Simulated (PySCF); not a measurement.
## Radial density of Cu (copper, neutral)

M06-2X, [Ar] 3d9 4s2, 2D determinant (an excited configuration). Calculation: PySCF 2.14, in x2c-TZVPPall with one added diffuse shell each of s, p, d, f type (7s6p5d3f1g, 80 functions); the spin-free X2C one-electron Hamiltonian (Gaussian nucleus).

| r (bohr) | 4πr²ρ (e/bohr) | 4πr²(ρα − ρβ) |
| --- | --- | --- |
| 0.000855 | 0.2263 | 0.0000 |
| 0.00144 | 0.5677 | 0.0000 |
| 0.00242 | 1.413 | 0.0000 |
| 0.00407 | 3.404 | 0.0000 |
| 0.00685 | 7.709 | -0.0001 |
| 0.0115 | 15.76 | -0.0001 |
| 0.0194 | 27.14 | -0.0002 |
| 0.0326 | 35.16 | -0.0001 |
| 0.0548 | 31.40 | 0.0007 |
| 0.0922 | 28.99 | 0.0089 |
| 0.155 | 39.99 | 0.0733 |
| 0.261 | 26.87 | 0.3795 |
| 0.439 | 18.79 | 0.9815 |
| 0.738 | 20.21 | 1.0406 |
| 1.24 | 6.190 | 0.4004 |
| 2.09 | 1.509 | 0.0494 |
| 3.51 | 0.5318 | -0.0001 |
| 5.91 | 0.04137 | -0.0003 |
| 9.93 | 0.0006305 | 0.0000 |

Densities and radii are taken from the X2C orbitals without a picture-change correction, which distorts them close to the nucleus.
